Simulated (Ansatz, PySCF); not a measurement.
Ge(OH)4 (GeH4O4), SMILES [OH][Ge]([OH])([OH])[OH]. Atoms are numbered in the order given.

```xyz
9

O     -1.0684     1.0402    -0.9284
Ge     0.0000     0.0000    -0.0015
O      1.0684    -1.0402    -0.9284
O     -1.0403    -1.0683     0.9253
O      1.0403     1.0683     0.9253
H     -1.8943     0.5953    -1.1507
H      1.8943    -0.5953    -1.1507
H     -0.5956    -1.8942     1.1475
H      0.5956     1.8942     1.1475
```
Charge 0, spin multiplicity 1.

Geometry: PBE0-D3(BJ)/def2-SVP. The isomer is the one that the SMILES or the coordinates give; other isomers of the formula were not compared. One conformer was computed; it need not be the lowest.

Two levels are set side by side: PBE-D3(BJ)/def2-SVP (Ansatz, a first-principles code) and PBE0-D3(BJ)/def2-SVP (Ansatz). Each level has its own optimised geometry; the coordinates shown are those of the second. Frequencies come from the Hessian of PySCF at each geometry. Differences are taken from unrounded values.

```
quantity                            PBE0-D3(BJ)  PBE-D3(BJ)  PBE-D3(BJ) minus PBE0-D3(BJ)
----------------------------------  -----------  ----------  ----------------------------
mean bond length (Å)                      1.360       1.378                         0.019
bond O1–Ge2 (Å)                           1.756       1.781                         0.025
bond Ge2–O3 (Å)                           1.756       1.781                         0.025
bond Ge2–O4 (Å)                           1.756       1.781                         0.025
bond Ge2–O5 (Å)                           1.756       1.781                         0.025
bond O1–H6 (Å)                            0.964       0.976                         0.012
bond O3–H7 (Å)                            0.964       0.976                         0.012
bond O4–H8 (Å)                            0.964       0.976                         0.012
bond O5–H9 (Å)                            0.964       0.976                         0.012
highest harmonic wavenumber (cm⁻¹)         3904        3723                          -181
mean harmonic wavenumber (cm⁻¹)            1162        1114                           -48
zero-point energy (kcal/mol)              34.90       33.44                         -1.46
```

Exact exchange shortens and stiffens bonds; PBE has none. Differences between two approximate levels are no errors against the true value.
